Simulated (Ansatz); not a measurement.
## CH3In (SMILES C[In]): the energy, rung by rung

The species is CH3In (5 atoms), meant as a singlet with charge 0. SMILES: `C[In]`. The shape was relaxed beforehand at wB97X-V/def2-SVP.

```xyz
5

C    -0.1786    0.0715   -0.0690
In    1.7821   -0.7132    0.6882
H    -0.9806   -0.0409    0.6847
H    -0.5069   -0.4635   -0.9799
H    -0.1160    1.1461   -0.3240
```

Each level gives the adiabatic electron affinity (to the doublet anion, shapes relaxed at wB97X-V/def2-SVP, no zero-point term) (eV). The values are calculated.

The electron affinity is E(neutral) − E(anion): positive where the electron is bound.

| level | kind | program | value (eV) | less CCSD(T)/def2-TZVPP | CPU time (all runs) |
| --- | --- | --- | --- | --- | --- |
| HF/def2-TZVPP (core potential) | Hartree–Fock | Ansatz | -0.42 | -0.28 | 15 s |
| BLYP/def2-TZVPP (core potential) | GGA | Ansatz | -0.14 | 0.00 | 41 s |
| r2SCAN/def2-TZVPP (core potential) | meta-GGA | Ansatz | 0.04 | +0.18 | 50 s |
| PBE0-D4/def2-TZVPP (core potential) | global hybrid | Ansatz | -0.01 | +0.13 | 31 s |
| CAM-B3LYP/def2-TZVPP (core potential) | range-separated hybrid | Ansatz | -0.06 | +0.08 | 31 s |
| B2PLYP/def2-TZVPP (core potential) | double hybrid | Ansatz | -0.14 | 0.00 | 47 s |
| MP2/def2-TZVPP (core potential) | perturbation theory | Ansatz | -0.21 | -0.07 | 25 s |
| CCSD(T)/def2-TZVPP (core potential) | coupled cluster or CI | Ansatz | -0.14 | 0.00 | 98 s |

Differences are taken from CCSD(T)/def2-TZVPP (core potential) for orientation; it has basis-set and higher-order errors of its own. Spin-orbit coupling, which can split open shells on such heavy atoms by tenths of an eV, is left out. The values span -0.42 to 0.04 eV. In the correlated wave-function rows the outer d shell of In is correlated, in sets not made for it. Negative values mean that the anion is unbound at that level; they are set by how diffuse the basis is and aren't properties of the molecule. Times are those of the runs behind each value, whatever else they computed, on shared processors of several kinds: orders of magnitude only.
